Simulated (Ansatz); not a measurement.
Mulliken charges of C₂H₄AlN, SMILES `C[C]1=[N][AlH]1` from r2SCAN/def2-TZVPP in Ansatz (PBE0-D4/def2-TZVP geometry).

```csv
atom,x (Å),y (Å),z (Å),charge (e)
C1,-0.109,1.286,-0.281,-0.133
C2,0.092,-0.164,-0.041,0.057
N3,0.917,-0.966,-0.626,-0.349
Al4,-0.053,-1.877,0.629,0.334
H5,0.080,1.847,0.638,0.056
H6,0.560,1.636,-1.072,0.057
H7,-1.148,1.479,-0.562,0.056
H8,-0.247,-3.298,1.258,-0.078
```

Question: By hand: the dipole of these point charges (1 e Å = 4.8032 D).

Answer: Σ q r = (-0.327, 0.067, 0.309) e Å, of length 0.455 e Å = 2.19 D.

Question: How does the dipole of the full density compare? (Estimate.)

Answer: The calculation gave: (-0.303, -0.017, 0.310) e Å, 2.08 D; the point charges give 1.05 times that, at 11° from its direction.

Point charges leave out the atoms' own dipoles, such as those of lone pairs, and Mulliken's split depends on the basis, so the close match here is no proof of good charges.
